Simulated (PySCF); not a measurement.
hex-3-yne (C₆H₁₀), SMILES C(C#CCC)C.

The structure is a stationary point at B3LYP-D3(BJ)/def2-SVP.

Two levels are set side by side: PBE/def2-TZVP (PySCF) and CAM-B3LYP/def2-TZVP (PySCF). Same geometry, gas phase. Differences are taken from unrounded values.

```tsv
quantity	CAM-B3LYP
orbital gap (eV)	10.32
highest occupied level (eV)	-8.38
lowest empty level (eV)	1.94
dipole moment (D)	0.13
mean polarisability (bohr³)	72.9
```

Task: What does PBE give, and how far is it from CAM-B3LYP? (The exact figures need the calculation; the answer reports its results.)

Result: 
```csv
quantity,PBE,PBE minus CAM-B3LYP
orbital gap (eV),5.99,-4.33
highest occupied level (eV),-5.84,2.54
lowest empty level (eV),0.15,-1.78
dipole moment (D),0.12,-0.01
mean polarisability (bohr³),76.3,3.4
```

PBE's occupied levels lie high since its potential decays too fast outside the molecule; exact exchange lowers them and widens the gap. PBE's more diffuse valence density responds more strongly to a field. Differences between two approximate levels are no errors against the true value.

Rough cost on one machine, each run with all the roots and properties that it gave: CAM-B3LYP against PBE within a factor of 2.
